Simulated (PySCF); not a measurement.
## Levels of V²⁰⁺ from EOM-EA-GCCSD

Reference: closed-shell V²¹⁺, 1s2; one electron is added. Calculated with PySCF 2.14, two-component X2C-1e with screened spin-orbit coupling, an even-tempered Gaussian basis (17 s from 2.3 bohr⁻², ratio 2.6; 11 p from 2.9 bohr⁻², ratio 2.6; 6 d from 3 bohr⁻², ratio 2.8; 3 f from 140 bohr⁻², ratio 2.8); frozen nothing; the 34 highest virtual spinors dropped; of the others 52 kept and the rest restored at second order. No Breit or QED terms. Binding energies in eV.

| level | Koopmans | second order | EOM-CCSD |
| --- | --- | --- | --- |
| 2s1/2 | 1569.8 | 1570.0 | 1570.0 |
| 2p1/2 | 1527.9 | 1528.2 | 1528.2 |
| 2p3/2 | 1517.9 | 1518.2 | 1518.2 |

Electric-dipole lines between these computed levels:

```tsv
lower	upper	ΔE (eV)	vacuum wavelength (nm)
2s1/2	2p1/2	41.815	29.65
2s1/2	2p3/2	51.838	23.92
```

For comparison, the ionisation energy of V²⁰⁺ is 1569.7 eV (theoretical estimate listed by NIST; NIST Atomic Spectra Database, ionization energies).

Only part of the computed levels is shown.

The screened spin-orbit operator tends to give fine-structure splittings of light species too large.
